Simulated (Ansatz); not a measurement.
`[NH3+][Au-][F]`, relaxed with RKS PBE0-D4/def2-TZVP in the Gaussian-basis code of Ansatz from a PBE-D4/def2-SVP geometry. The force threshold is 0.005 eV/Å; the program also tests the step.

The species carries charge 0 and has multiplicity 1. Au takes the def2 core potential.

Start:

```xyz
6

N    -0.230    0.713   -0.333
Au    0.349   -1.087    0.506
F     0.892   -2.770    1.294
H    -0.550    1.384    0.381
H    -1.005    0.594   -1.003
H     0.543    1.165   -0.845
```

```
step  energy (eV)  largest force (eV/Å)  largest move (Å)
   1   -7947.8556                 0.526             0.000
   2   -7947.8768                 0.219             0.026
   3   -7947.8776                 0.198             0.010
   4   -7947.8784                 0.008             0.006
   5   -7947.8784                 0.000             0.001
```

End:

```xyz
6

N    -0.230    0.714   -0.333
Au    0.343   -1.064    0.497
F     0.883   -2.743    1.280
H    -0.543    1.365    0.380
H    -0.993    0.581   -0.990
H     0.540    1.147   -0.834
```

Run time 13 s (2 threads of a server CPU on a shared host); peak host memory 0.19 GiB.
